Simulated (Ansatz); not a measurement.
Ansatz (a program for electronic structure) input (wB97X/def2-TZVPD):

Ansatz 0.2 input:
```yaml
crystal:
  periodic: [false, false, false]
  atoms:
    - {symbol: Si, position_ang: [-0.86542149, -0.20258069, -0.57821662]}
    - {symbol: C, position_ang: [-1.34035335, 1.59799113, -0.71983375]}
    - {symbol: C, position_ang: [-1.77066485, -1.02932094, 0.83052115]}
    - {symbol: O, position_ang: [0.76023833, -0.33040083, -0.34317248]}
    - {symbol: Si, position_ang: [2.05129113, 0.01959226, 0.59059438]}
    - {symbol: H, position_ang: [-1.16335823, -0.90420026, -1.84986879]}
    - {symbol: H, position_ang: [-2.40853551, 1.70189537, -0.92575793]}
    - {symbol: H, position_ang: [-0.79354970, 2.08651555, -1.52871823]}
    - {symbol: H, position_ang: [-1.12461351, 2.13642241, 0.20625217]}
    - {symbol: H, position_ang: [-1.47581179, -2.07607318, 0.92694719]}
    - {symbol: H, position_ang: [-1.56067703, -0.53105675, 1.78010648]}
    - {symbol: H, position_ang: [-2.85090893, -0.99814956, 0.66833709]}
    - {symbol: H, position_ang: [3.26055513, -0.56160609, -0.03149598]}
    - {symbol: H, position_ang: [1.87822455, -0.54886167, 1.94971432]}
    - {symbol: H, position_ang: [2.22070249, 1.48813767, 0.71245038]}
basis:
  gaussian:
    orbitals: def2-TZVPD
hamiltonian:
  xc: {name: wB97X}
total_charge: -1
magnetization: {spin_polarized: true, initial_magnetization: 1}
```

End of the output:

```
integrals: 0.40 GiB planned
1610 factors; their error is unknown
integrals: 0.44 GiB planned
646 factors; integrals over basis functions are off by at most 3.5e-6 eV
0.49 GiB of the device are held for the grids
2.38 GiB of device memory are held for the factors and their scratch space
mean field: 2.84 GiB planned
mean field evaluation 1: about -20037.5972 eV, gradient 3.2e1 eV
mean field evaluation 2: about -20038.8225 eV, gradient 2.9e1 eV
mean field evaluation 4: about -20041.7799 eV, gradient 1.7e0 eV
mean field evaluation 8: about -20041.8456 eV, gradient 2.7e-1 eV
mean field evaluation 16: about -20041.9766 eV, gradient 2.5e-1 eV
mean field evaluation 32: about -20041.9731 eV, gradient 4.6e-1 eV
mean field evaluation 64: about -20041.8727 eV, gradient 1.2e0 eV
integrals: 1.05 GiB planned
a density is far from that of the atoms, so the factors are made again for it
2056 factors; integrals over basis functions are off by at most 9.5e-4 eV
649 factors; integrals over basis functions are off by at most 3.1e-6 eV
0.49 GiB of the device are held for the grids
3.07 GiB of device memory are held for the factors and their scratch space
mean field: 1.83 GiB planned
mean field -20041.97904569 eV, -736.5291449878 hartree, gradient 3.0e-6 eV, S^2 0.750792; 0 other end points of the search recorded, 0 dependent functions left out
reference -20041.97904649 eV, -736.5291450170 hartree; 30, 29 occupied and 260, 261 virtual orbitals, 2056 factors
Total energy: -20041.97904649 eV, -736.5291450170 hartree
```

This state (charge -1, doublet) is run at the relaxed geometry of the species with charge 0 and multiplicity 1.
